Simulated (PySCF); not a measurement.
**Two-component Hartree-Fock for Tb (terbium, neutral)**

Start: [Xe] 4f9 6s2; 4f5/2 filled at m_j = -5/2, -3/2, -1/2, +1/2, +3/2, +5/2; 4f7/2 filled at m_j = +3/2, +5/2, +7/2. Calculated with PySCF 2.14 in x2c-QZVPPall-2c (16s16p12d6f4g1h, 213 functions): generalised Hartree-Fock with the X2C-1e Hamiltonian and a Gaussian nucleus; one run each with spin-orbit coupling (SO) switched off, then screened by Boettger's factors.

```
spinor shell  electrons  ε, spin-free (eV)  ε, screened SO (eV)  weight of nominal j (screened SO)  rms radius, screened SO (bohr)
       1s1/2          2           -52256.6             -52246.5                              1.000                          0.0245
       2s1/2          2            -8785.2              -8782.0                              1.000                          0.0989
       2p1/2          2            -7801.6              -8328.6                              1.000                          0.0846
       2p3/2          4            -7801.6              -7577.1                              1.000                          0.0911
       3s1/2          2            -1999.9              -1998.8                              1.000                           0.255
       3p1/2          2            -1690.3              -1801.4                              1.000                           0.246
       3p3/2          4            -1690.3              -1642.3                              1.000                           0.260
       3d3/2          4            -1285.6              -1306.3                              0.998                           0.232
       3d5/2          6            -1285.6              -1270.9                              0.999                           0.236
       4s1/2          2            -419.82              -419.49                              1.000                           0.576
       4p1/2          2            -315.33              -341.52                              0.986                           0.592
       4p3/2          4            -315.33              -303.83                              0.993                           0.621
       4d3/2          4            -168.82              -176.98                              0.792                           0.671
       4d5/2          6            -168.82              -163.10                              0.861                           0.678
       5s1/2          2            -58.147              -58.090                              1.000                            1.44
       5p1/2          2            -30.928              -34.717                              0.943                            1.62
       5p3/2          4            -30.928              -29.276                              0.971                            1.74
       4f5/2          6            -13.992              -13.596                              0.722                           0.985
       4f7/2          3            -13.992              -14.583                              0.805                           0.970
       6s1/2          2             -5.034               -5.035                              1.000                            4.77
```

```
   quantity     spin-free   screened SO
E (hartree)  -11700.74022  -11708.87932
        M_J          15/2          15/2
       ⟨J²⟩        63.773        63.782
       ⟨L²⟩        30.012        30.564
       ⟨S²⟩         8.762         8.642
```

Each row is a mean over spinors that exchange with the open shell spreads, by up to 15.205 eV (4d5/2).

Rows whose weight is well below 1 are mixtures of j = l ± 1/2: exchange outweighs spin-orbit coupling there, and the label is only the starting occupation.

Breit and QED terms are absent; they matter most for the inner s and p1/2 levels.

Densities and radii are taken from the X2C orbitals without a picture-change correction, which distorts them close to the nucleus.

Without spin-orbit coupling the j labels of p, d and f shells carry no meaning; the spin-free column gives the mean over the occupied spinors of each nl shell.
